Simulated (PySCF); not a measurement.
## [Tl(OH)2]−: from a saddle point downhill

PySCF 2.14.0, RKS BP86, Tl def2-SVP with ECP60, O def2-SVP, H def2-SVP; non-relativistic Hamiltonian with scalar-relativistic core potentials where named; density fitting; no spin-orbit coupling. Relaxed within the symmetry of its start, the geometry (D∞h) is

```xyz
5

Tl    0.0000    0.0000    0.0000
O     0.0000    0.1726    2.3562
H     0.0000    0.2443    3.3361
O     0.0000   -0.1726   -2.3562
H     0.0000   -0.2443   -3.3361
```

and its lowest harmonic modes are -199, -199, 137, 137, 239, 239 cm⁻¹ (negative: unstable; uncertain by 10 to 30 cm⁻¹). It was moved along the lowest mode and relaxed again, within the group C2v that the move left.

(1) Where does it end, and how much lower?

(2) How do the contacts change?

No frequency check is given for the end, and other unstable modes may remain.

State: singlet.

Answers

(1) In C2v, 1.237 eV lower, after 28 steps:
```xyz
5

Tl    1.4321   -0.4176    0.0306
O    -0.0928    0.1460    1.6215
H    -0.8789    0.3358    1.0674
O    -0.0928   -0.0918   -1.6254
H    -0.8789    0.1767   -1.1049
```

(2) 
```tsv
contact	saddle (Å)	end (Å)
Tl1–O2 (OH)	2.362	2.275
Tl1–O4 (OH)	2.362	2.275
```
